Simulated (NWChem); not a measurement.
Molecule: CH5NSi, singlet; SMILES C[Si]N

```xyz
8

Si    -0.6234    -0.1184     0.3707
C      0.4456     1.4440     0.0778
H     -0.0767     2.1155    -0.6265
H      1.4642     1.2633    -0.3047
H      0.5245     2.0110     1.0225
N      0.5182    -1.3155    -0.0987
H      1.4670    -1.1503    -0.4262
H      0.2959    -2.3055    -0.0731
```
Atoms are numbered in this order, from 1.

Low-valent species are run as closed-shell singlets; no triplet was tried in these runs. Coordinates come from a PBE0/def2-SVP optimisation.

 Unshifted, non-relativistic core excitations; the lowest 4 roots alone, so stronger bands may lie above.

### Question
List the first N K-edge excitations from PBE0/6-311G** (spherical d), restricted-window TDA (NWChem).

### Answer
| state | energy (eV) | dipole oscillator strength | leading excitation (squared amplitude) |
|---|---|---|---|
| S1 | 387.9 | 0.0184 | 1s of atom 6 or its equivalents → LUMO (0.99) |
| S2 | 390.3 | 0.0020 | 1s of atom 6 or its equivalents → LUMO+1 (0.91) |
| S3 | 391.1 | 0.0142 | 1s of atom 6 or its equivalents → LUMO+2 (0.74) |
| S4 | 391.6 | 0.0207 | 1s of atom 6 or its equivalents → LUMO+4 (0.42) |
